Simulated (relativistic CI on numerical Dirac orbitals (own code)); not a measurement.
## Nd XX: computed level list

Calculated at this level of theory: Dirac-Coulomb-Breit CI, separate exchange-only KLI orbitals for each configuration, QED by a radiative potential, unscaled Slater integrals (own radial code, finite nucleus).

Configurations in the expansion (outside the closed core [Ar] 3d10): 4s2 4p6 4d5, 4s2 4p5 4d6, 4s2 4p6 4d4 4f, 4s 4p6 4d6, 4s2 4p5 4d5 4f, 4s2 4p6 4d4 5s, 4s 4p6 4d5 4f, 4s2 4p6 4d4 5p, 4s2 4p6 4d3 4f 5s, 4s2 4p6 4d4 5d, 4s2 4p6 4d3 5s 5p, 4s2 4p5 4d5 5s, 4s2 4p6 4d4 5f, 4s2 4p6 4d4 6s, 4s2 4p6 4d4 5g, 4s2 4p6 4d4 6p, 4s2 4p6 4d4 6f, 4p6 4d6 4f, 4p6 4d7, 4p5 4d8, 4p5 4d7 4f, 4s2 4p6 4d3 5s2, 4s2 4p6 4d2 4f 5s2, 4s2 4p5 4d3 4f 5s2, 4s 4p6 4d3 4f 5s2. Double excitations out of closed p, d and f shells are left out; levels of such configurations are missing from the list, as are those of other unlisted configurations, and high levels can miss mixing partners. These lack a partner that the ground configuration has and come out too high: 4s2 4p5 4d5 5s.

The lowest level is 4s2 4p6 4d5 6S_5/2, with 75 % of that term; Hund's rules for 4s2 4p6 4d5 give 6S with J = 5/2, in agreement.

| No. | Configuration | Term | J | E (cm⁻¹) | % | jj configuration (%) |
| --- | --- | --- | --- | --- | --- | --- |
| 1 | 4s2 4p6 4d5 | 6S | 5/2 | 0 | 75 | 4d3/2^3 4d5/2^2 (39) |
| 2 | 4s2 4p6 4d5 | 4G | 5/2 | 42370 | 30 | 4d5/2 (59) |
| 3 | 4s2 4p6 4d5 | 4G | 7/2 | 60476 | 59 | 4d3/2^3 4d5/2^2 (87) |
| 4 | 4s2 4p6 4d5 | 4G | 11/2 | 63138 | 66 | 4d3/2^3 4d5/2^2 (80) |
| 5 | 4s2 4p6 4d5 | 4D | 3/2 | 65073 | 48 | 4d3/2^3 4d5/2^2 (89) |
| 6 | 4s2 4p6 4d5 | 4G | 9/2 | 68050 | 75 | 4d3/2^3 4d5/2^2 (61) |
| 7 | 4s2 4p6 4d5 | 4G | 5/2 | 68559 | 37 | 4d3/2^3 4d5/2^2 (51) |
| 8 | 4s2 4p6 4d5 | 4P | 1/2 | 77126 | 54 | 4d3/2^3 4d5/2^2 (61) |
| 9 | 4s2 4p6 4d5 | 4D | 7/2 | 85760 | 53 | 4d3/2^2 4d5/2^3 (62) |
| 10 | 4s2 4p6 4d5 | 2D | 5/2 | 92283 | 36 | 4d3/2^3 4d5/2^2 (51) |
| 11 | 4s2 4p6 4d5 | 2I | 11/2 | 95561 | 67 | 4d3/2^2 4d5/2^3 (84) |
| 12 | 4s2 4p6 4d5 | 2F | 7/2 | 99689 | 38 | 4d3/2^3 4d5/2^2 (59) |
| 13 | 4s2 4p6 4d5 | 4D | 1/2 | 102883 | 62 | 4d3/2^2 4d5/2^3 (85) |
| 14 | 4s2 4p6 4d5 | 2I | 13/2 | 105370 | 98 | 4d3/2^2 4d5/2^3 (98) |
| 15 | 4s2 4p6 4d5 | 2G | 9/2 | 105765 | 50 | 4d3/2^2 4d5/2^3 (63) |
| 16 | 4s2 4p6 4d5 | 4D | 3/2 | 106492 | 37 | 4d3/2^2 4d5/2^3 (57) |
| 17 | 4s2 4p6 4d5 | 4F | 3/2 | 111620 | 52 | 4d3/2^2 4d5/2^3 (77) |
| 18 | 4s2 4p6 4d5 | 2F | 5/2 | 116010 | 38 | 4d3/2^2 4d5/2^3 (71) |
| 19 | 4s2 4p6 4d5 | 2H | 9/2 | 128982 | 51 | 4d3/2^2 4d5/2^3 (98) |
| 20 | 4s2 4p6 4d5 | 2G | 7/2 | 131149 | 61 | 4d3/2^2 4d5/2^3 (94) |
| 21 | 4s2 4p6 4d5 | 4F | 5/2 | 133445 | 32 | 4d3/2^2 4d5/2^3 (56) |
| 22 | 4s2 4p6 4d5 | 2F | 5/2 | 141508 | 39 | 4d3/2^2 4d5/2^3 (49) |
| 23 | 4s2 4p6 4d5 | 2D | 3/2 | 141950 | 64 | 4d3/2^2 4d5/2^3 (40) |
| 24 | 4s2 4p6 4d5 | 2F | 7/2 | 147890 | 68 | 4d3/2^2 4d5/2^3 (56) |
| 25 | 4s2 4p6 4d5 | 2S | 1/2 | 151839 | 72 | 4d3/2^2 4d5/2^3 (40) |
| 26 | 4s2 4p6 4d5 | 4F | 7/2 | 155013 | 49 | 4d3/2 4d5/2^4 (78) |
| 27 | 4s2 4p6 4d5 | 2G | 9/2 | 157617 | 46 | 4d3/2 4d5/2^4 (53) |
| 28 | 4s2 4p6 4d5 | 2H | 11/2 | 158254 | 69 | 4d3/2 4d5/2^4 (93) |
| 29 | 4s2 4p6 4d5 | 2D | 3/2 | 174106 | 78 | 4d3/2 4d5/2^4 (58) |
| 30 | 4s2 4p6 4d5 | 2D | 5/2 | 179360 | 59 | 4d3/2 4d5/2^4 (66) |
| 31 | 4s2 4p6 4d5 | 2G | 9/2 | 188707 | 93 | 4d3/2^2 4d5/2^3 (56) |
| 32 | 4s2 4p6 4d5 | 2D | 5/2 | 191024 | 58 | 4d5/2^5 (39) |
| 33 | 4s2 4p6 4d5 | 2G | 7/2 | 198079 | 80 | 4d3/2 4d5/2^4 (72) |
| 34 | 4s2 4p6 4d5 | 2P | 3/2 | 212265 | 83 | 4d3/2^2 4d5/2^3 (81) |
| 35 | 4s2 4p6 4d5 | 2P | 1/2 | 229121 | 86 | 4d3/2 4d5/2^4 (57) |
| 36 | 4s2 4p6 4d5 | 2D | 5/2 | 252297 | 91 | 4d3/2^2 4d5/2^3 (59) |
| 37 | 4s2 4p6 4d5 | 2D | 3/2 | 260000 | 82 | 4d3/2 4d5/2^4 (79) |
| 38 | 4p5 4d6(5D) | 6F° | 11/2 | 884224 | 82 | 4p3/2^3 4d5/2^2 (53) |
| 39 | 4p5 4d6(3P) | 4D° | 7/2 | 909795 | 31 | 4p3/2^3 4d5/2^2 (57) |
| 40 | 4p5 4d6(3P) | 4P° | 5/2 | 912047 | 47 | 4p3/2^3 4d5/2^2 (65) |
| 41 | 4p5 4d6(5D) | 6D° | 9/2 | 912260 | 55 | 4p3/2^3 4d3/2^3 4d5/2^3 (53) |
| 42 | 4p5 4d6(5D) | 6F° | 9/2 | 920021 | 45 | 4p3/2^3 4d3/2^3 4d5/2^3 (50) |
| 43 | 4p5 4d6(5D) | 6P° | 5/2 | 927581 | 43 | 4p3/2^3 4d3/2^3 4d5/2^3 (39) |
| 44 | 4p5 4d6(5D) | 6P° | 3/2 | 928670 | 50 | 4p3/2^3 4d3/2^3 4d5/2^3 (37) |
| 45 | 4p5 4d6(5D) | 4F° | 7/2 | 936540 | 25 | 4p3/2^3 4d3/2^3 4d5/2^3 (63) |

Energies count from the lowest computed level; ° marks odd parity. Percentages are summed over parent terms; the parents shown are those of the largest component, closed shells are left out there. Filled j subshells are mostly left out of the jj labels.

The mean weight of the leading LS term, summed over parents, in these 45 levels is 58 %, and that of the leading jj configuration (from the same eigenvectors) 64 %.

At this charge energies of transitions that change n are usually good to better than 1 %, and those within a shell (Δn = 0) to a few per cent. Terms inside the open d or f shell come out 10 to 20 % too wide with unscaled integrals.

LS names give the leading component of a level, which can be under half, so a name can repeat, a term be missing and a line seem to break the LS rules.
